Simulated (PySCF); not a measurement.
Species: hexamethylbenzene, C12H18.
Bonds: C1–C2, C2–C3 (aromatic), C3–C4, C3–C5 (aromatic), C5–C6, C5–C7 (aromatic), C7–C8, C7–C9 (aromatic), C9–C10, C9–C11 (aromatic), C11–C12, C2–C11 (aromatic). Hydrogens: H13, H14, H15 on C1; H16, H17, H18 on C4; H19, H20, H21 on C6; H22, H23, H24 on C8; H25, H26, H27 on C10; H28, H29, H30 on C12.

Computed, not measured: PBE0-D3(BJ)/def2-SVP geometry optimisation, gas phase in PySCF.

Some entries are withheld. Bonds in one row agree within 0.01 Å.

| coordinate | value |
| --- | --- |
| C1–C2 and 5 like bonds | ? |
| C2–C3 and 5 like bonds | ? |
| C1–H13 and 17 like bonds | 1.100 Å |
| C1–C2–C3 | ? |
| C1–C2–C11 | ? |
| C3–C2–C11 | ? |

Q: Fill in the missing values.

A: 
- C1–C2 and 5 like bonds = 1.507 Å, drawn single (benzylic-type carbon to substituted aromatic carbon); 0.02 Å above the sum of covalent radii, 1.49 Å.
- C2–C3 and 5 like bonds = 1.407 Å, aromatic (both ends substituted aromatic carbon); 0.05 Å below the sum of covalent radii, 1.46 Å.
- C1–C2–C3 = 119.2°, at the substituted aromatic carbon; the outer atoms are 2.514 Å apart.
- C1–C2–C11 = 120.8°, at the substituted aromatic carbon; the outer atoms are 2.534 Å apart.
- C3–C2–C11 = 120.0°, at the substituted aromatic carbon, inside a 6-membered ring; the outer atoms are 2.436 Å apart.

Radii are Cordero's, carbon taken as 0.76, 0.73 or 0.69 Å for four, three, and two or fewer neighbours.

No frequency check.
